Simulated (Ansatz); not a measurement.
Start from `O=CO[SiH2]F` and change one atom or group to get `C[SiH2]O[SiH2]F`.

Ansatz, PBE0-D4/def2-TZVP geometries, multiplicity 1. Each molecule was computed in one conformer, which needn't be the lowest.

```csv
property,`O=CO[SiH2]F`
HOMO energy (PBE0/def2-TZVPP) / eV,-8.79
HOMO energy (B3LYP/def2-TZVPP) / eV,-8.54
HOMO–LUMO gap (B3LYP/def2-TZVPP) / eV,7.55
zero-point energy (PBE0-D4/def2-TZVP) / kJ/mol,117.5
HOMO energy (PBE/def2-TZVPP) / eV,-7.11
size of the dipole moment (ωB97M-V/def2-TZVPP) / D,2.27
```

What does the change do to each property? (An estimate is asked.)

Ansatz gave: 
```csv
property,`C[SiH2]O[SiH2]F`,shift
HOMO energy (PBE0/def2-TZVPP) / eV,-8.76,0.03
HOMO energy (B3LYP/def2-TZVPP) / eV,-8.57,-0.03
HOMO–LUMO gap (B3LYP/def2-TZVPP) / eV,8.75,1.20
zero-point energy (PBE0-D4/def2-TZVP) / kJ/mol,208.3,90.8
HOMO energy (PBE/def2-TZVPP) / eV,-7.35,-0.24
size of the dipole moment (ωB97M-V/def2-TZVPP) / D,0.85,-1.42
```

The zero-point energy changes by 90.8 kJ/mol with +12 modes. Dipoles are sizes alone; their direction can turn.

B3LYP here is the variant with VWN-RPA as its local correlation; programs differ in this.
